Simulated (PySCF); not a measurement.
BeI₃⁻: from structure and modes to constants

Computed with PySCF, PBE0, basis Be def2-SVPD, I def2-SVPD with ECP28 (scalar-relativistic core potentials, no spin–orbit coupling, density fitting).

The singlet minimum has D3h symmetry. Masses (u): Be 9.01218, I 126.90447.

```xyz
4
charge -1 multiplicity 1, angstrom
Be    0.0000    0.0000    0.0000
I     2.3225    0.0000    0.0000
I    -1.1612    2.0114    0.0000
I    -1.1613   -2.0113    0.0000
```

Harmonic wavenumbers (cm⁻¹): 70.8 (e', ×2), 138.2 (a1', ×1), 252.3 (a2'', ×1), 563.9 (e', ×2).

Task: What is the harmonic zero-point energy?

Result: Half the sum of all 6 wavenumbers, 1660/2 = 830 cm⁻¹, which is 9.9 kJ/mol (1 cm⁻¹ = 0.0119627 kJ/mol).

Task: Find the vibrational entropy and heat capacity at 298.15 K.

Result: With u = 1.43878 ω/T, each mode gives S = R[u/(eᵘ−1) − ln(1−e⁻ᵘ)] and C = R u² eᵘ/(eᵘ−1)².
```tsv
ω (cm⁻¹)	u	S (J/(mol K))	C (J/(mol K))
70.8 (×2)	0.341	17.29	8.23
138.2	0.667	11.84	8.01
252.3	1.218	7.17	7.36
563.9 (×2)	2.721	2.16	4.64
```
The sums over all modes are S = 57.9 and C = 41.1 J/(mol K); the softest mode gives 30 % of the entropy (each member, where degenerate).

Task: Give the standard entropy (298.15 K, 1 bar) by its translational, rotational, vibrational and spin parts, and Cp.

Result: Sackur–Tetrode with M = 389.73 u gives 183.3; rotation with symmetry number 6 gives 123.0; vibration 57.9; spin R ln 1 = 0.0. The total is 364.1 J/(mol K), and Cp = 4 R + 41.1 = 74.4 J/(mol K).

Other isomers or separated fragments may lie lower. The lowest empty level of this anion is unbound, so it and the gap depend on the basis.
